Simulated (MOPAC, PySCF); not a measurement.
C3H6S, SMILES `SC1CC1` (H–S–C–C torsion 143°), neutral singlet in the gas phase. 

Cartesian coordinates (Å):
SMILES: SC1CC1
```xyz
10

S      1.8483    -0.8125    -0.3241
C      0.3111    -0.3277     0.4492
C     -0.9418    -0.5076    -0.3667
C     -0.4491     0.8735    -0.0448
H      2.6172     0.1689     0.1788
H      0.2411    -0.5616     1.5045
H     -1.8191    -0.8803     0.1461
H     -0.8260    -0.8560    -1.3848
H     -0.9892     1.4546     0.6927
H     -0.0026     1.4468    -0.8464
```
Charge 0, spin multiplicity 1.

All levels are single points at this geometry (TPSSh-D3(BJ)/def2-TZVP); Pople sets use spherical d functions. Orbital energies aren't observables, and empty levels follow the basis.

HF/STO-3G in PySCF gives gap (eV) = 19.11.

Question: Estimate the gap (eV) from each of these levels: TPSSh-D3(BJ)/def2-TZVP in PySCF; B3LYP/3-21G in PySCF; B3LYP/6-31G* in PySCF; BP86/6-31G* in PySCF; PBE/6-31G* in PySCF; SVWN5/6-31G* in PySCF; HF/3-21G in PySCF; HF/6-31G* in PySCF; AM1 in MOPAC; PM3 in MOPAC; PM6 in MOPAC; PM7 in MOPAC.

Answer: 
| level | gap (eV) |
|---|---|
| TPSSh-D3(BJ)/def2-TZVP in PySCF | 6.43 |
| B3LYP/3-21G in PySCF | 7.79 |
| B3LYP/6-31G* in PySCF | 7.31 |
| BP86/6-31G* in PySCF | 5.52 |
| PBE/6-31G* in PySCF | 5.51 |
| SVWN5/6-31G* in PySCF | 5.44 |
| HF/3-21G in PySCF | 15.08 |
| HF/6-31G* in PySCF | 14.54 |
| AM1 in MOPAC | 9.80 |
| PM3 in MOPAC | 9.61 |
| PM6 in MOPAC | 9.49 |
| PM7 in MOPAC | 8.64 |
